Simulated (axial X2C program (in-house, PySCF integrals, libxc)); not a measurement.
HfH: from the spin-free to the two-component result

All values were computed with an in-house all-electron X2C program for linear molecules (integrals from PySCF). Spin-free means the one-electron spin-free X2C Hamiltonian; two-component (2c) means X2C with spin–orbit coupling and atomic mean-field two-electron Coulomb and Gaunt terms, so the difference of the two also holds small scalar two-electron terms. Basis: Hf dyall-cv3z [13s14p9d7f4g], H dyall-v3z [6s2p1d] (cores contracted in-house); Gaussian nuclei, density fitting, unrestricted open shells. Masses: Hf 179.947 u, H 1.008 u.

Spin-free state: M_S = 1/2, Λ = 2 (beyond evenly filled blocks: δ+α); fragments Hf + H.

```tsv
level	Re (Å)	ωe (cm⁻¹)	De (eV)	μ (D)
PBE0	1.820	1692.5	2.644	-1.14
HF	1.883	1621.5	2.096	-0.33
CCSD	1.855	1669.8	2.808	n/a
CCSD(T)	1.854	1670.6	2.805	n/a
TPSSh	1.819	1706.5	2.792	-1.20
```

Correlated methods: 5 electrons correlated (number of frozen shells: Hf 5 s, 4 p, 2 d, 1 f; H none), 249 virtual spin orbitals or spinors in MP2, 88 natural virtuals in coupled cluster.

Dipoles are positive if H is the positive end.

(1) Within this multiplet, which Ω should lie lowest by the rule for regular and inverted multiplets?

Two-component determinant lowest at the distance of the search:

Ω = 3/2 (⟨Sz⟩ = -0.47, ⟨Lz⟩ = 1.97 at HF); fragments Hf + H.

```
  level  Re (Å)  ωe (cm⁻¹)  De (eV)  μ (D)
   PBE0   1.819     1690.2      n/a  -1.15
     HF   1.875     1648.1      n/a  -0.49
   CCSD   1.861     1648.2      n/a    n/a
CCSD(T)   1.860     1646.9    2.711    n/a
  TPSSh   1.818     1704.3      n/a  -1.21
```

(2) From the two tables, how do the constants change at the CCSD(T) level (2c against spin-free)?

Occupations by symmetry block were frozen at the best pattern of an incomplete PBE0 search. De is counted from the lowest determinant-based energies of the atoms at the same level, without counterpoise correction. De is not given where an atomic determinant may have missed its ground term or J level, or where the truncated virtual space spoils (T). Density functionals use the spin component along the axis (collinear). Coupled cluster ran in a truncated set of natural virtual spinors; the MP2 energy of the rest was added. (T) has no such correction and the atoms are truncated less, which lowers De at CCSD(T) by a hundredth of an eV or more. Other states lie close and PBE0, whose exact exchange favours high spin, may order them wrongly; the determinant shown need not be the ground state. The nearest other spin-free determinant of the search, M_S = 1/2, Λ = 1, lies 0.10 eV up at the distance of the search. The functionals have no current-density term, which raises determinants with orbital currents, atoms included. The outer-core s and p shells of the metal are frozen in the correlated rows, which leaves out core–valence correlation; for alkali and alkaline-earth bonds that tends to lengthen them. The determinant is spin-polarised beyond a pure state at some levels (its spin-free form has ⟨S²⟩ too high), which makes Re and μ there less reliable. The T1 diagnostic is large, a sign of multireference character. With the outer-core shells frozen, correlated bond lengths of heavy atoms tend to come out a few hundredths of an ångström too long.

Results:

(1) The open δ shell holds one electron, so the multiplet is regular: Ω = Λ − 1/2 = 3/2. The PBE0 2c search agrees.

(2) At the CCSD(T) level Re goes up by 0.006 Å and ωe drops by 23.7 cm⁻¹; De changes by -0.094 eV.
